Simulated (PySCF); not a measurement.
CH₃Zn, SMILES [CH3][Zn+], charge +1.

Geometry optimised at r2SCAN-D4/def2-TZVP. The spin state was assumed, not searched. The isomer is the one that the SMILES or the coordinates give; other isomers of the formula were not compared.

All values below come from PySCF with PBE0/def2-TZVPD.

Symmetry labels are those of the subgroup Cs that the program uses (full group C3v).

Computed valence orbital energies around the gap with their symmetry:
```
orbital  symmetry  energy (eV)
-------  --------  -----------
HOMO−7         A"       -21.72
HOMO−6         A'       -21.72
HOMO−5         A"       -21.63
HOMO−4         A'       -21.63
HOMO−3         A'       -21.59
HOMO−2         A"       -17.37
HOMO−1         A'       -17.37
HOMO           A'       -14.77
LUMO           A'        -9.28
LUMO+1         A"        -5.93
LUMO+2         A'        -5.93
LUMO+3         A'        -3.74
```
